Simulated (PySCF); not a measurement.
**Nuclear quadrupole coupling in `CN(C)[SiH2][C@@H](F)CCF`**

Compound: C5H13F2NSi.
Cartesian coordinates in Å at the GFN2-xTB level; atoms count from 1:
```xyz
22
C5H13F2NSi angstrom
C      2.764   -1.189    0.332
N      1.749   -0.205    0.051
C      2.280    0.923   -0.680
Si     0.103   -0.691   -0.032
C     -0.926    0.931    0.070
F     -1.015    1.505   -1.202
C     -2.341    0.744    0.593
C     -3.121   -0.289   -0.203
F     -2.702   -1.560    0.117
H      3.577   -0.730    0.900
H      2.336   -1.997    0.916
H      3.186   -1.612   -0.587
H      2.722    0.612   -1.634
H      3.059    1.411   -0.088
H      1.494    1.641   -0.889
H     -0.124   -1.472    1.183
H     -0.310   -1.398   -1.253
H     -0.422    1.686    0.684
H     -2.882    1.692    0.538
H     -2.287    0.429    1.635
H     -2.959   -0.163   -1.277
H     -4.191   -0.249    0.024
```

Field gradients from the PBE0/pcSseg-1 density (PySCF, non-relativistic), principal values in atomic units, ordered |Vxx| ≤ |Vyy| ≤ |Vzz|:

```csv
atom,Vxx,Vyy,Vzz
N2,0.3539,0.7626,-1.1166
```

Q: Find the asymmetry η = (Vxx − Vyy)/Vzz and the couplings χ = eQV/h (234.96 MHz × Q in barn × V in au), with Q(14N) = 0.02044 b.

A: 
```tsv
atom	environment	nucleus	η	χzz (MHz)	χxx (MHz)	χyy (MHz)
N2	silicon-bound nitrogen	14N	0.37	-5.36	1.70	3.66
```

Q: What is Vzz at N2 in SI units (1 au = 9.71736 × 10²¹ V/m²)?

A: -1.1166 au = -10.850 × 10²¹ V/m².

Q: What couplings would deuterons (Q(2H) = 0.00286 b) have in place of the hydrogens, at this geometry?

A: 
```tsv
atom	bonded to	bond length (Å)	Vzz (au)	η	χzz (kHz)
H10	C1	1.093	0.3012	0.05	202
H11	C1	1.086	0.3128	0.07	210
H12	C1	1.096	0.2946	0.05	198
H13	C3	1.096	0.2952	0.05	198
H14	C3	1.094	0.2997	0.05	201
H15	C3	1.085	0.3105	0.07	209
H16	Si4	1.461	0.1628	0.05	109
H17	Si4	1.470	0.1562	0.02	105
H18	C5	1.096	0.2905	0.10	195
H19	C7	1.093	0.3002	0.04	202
H20	C7	1.090	0.3046	0.03	205
H21	C8	1.093	0.2870	0.07	193
H22	C8	1.094	0.2901	0.08	195
```

One conformer (not necessarily the lowest) at the GFN2-xTB geometry, without solvent, vibrations or thermal averaging. GFN2-xTB bond lengths can be off by several hundredths of an ångström, more for odd bonds, and the gradients follow them. With a basis this small, the couplings can be 20 % off.
